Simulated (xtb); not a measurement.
xtb input (GFN1-xTB):

```bash
xtb mol.xyz --gfn 1 --opt tight --chrg 0 --uhf 0
```
mol.xyz:
```
4

B     -0.00263190     0.63290309    -0.00919232
F     -0.00808274     1.94368664    -0.02823022
Br    -1.66875119    -0.30099718     0.07708137
Br     1.67120559    -0.28922268    -0.06850898
```

End of the output:

```
   5 B    9 F           1     1.3233300     1.3233300     1.3233300
   5 B   35 Br          2     1.9318411     1.9318411     1.9318411

optimized geometry written to: xtbopt.xyz

           -------------------------------------------------
          | TOTAL ENERGY              -14.411654302414 Eh   |
          | GRADIENT NORM               0.000380757180 Eh/α |
          | HOMO-LUMO GAP               4.736016956145 eV   |
           -------------------------------------------------

------------------------------------------------------------------------
------------------------------------------------------------------------
 total:
 SCF:
 ANC optimizer:
```
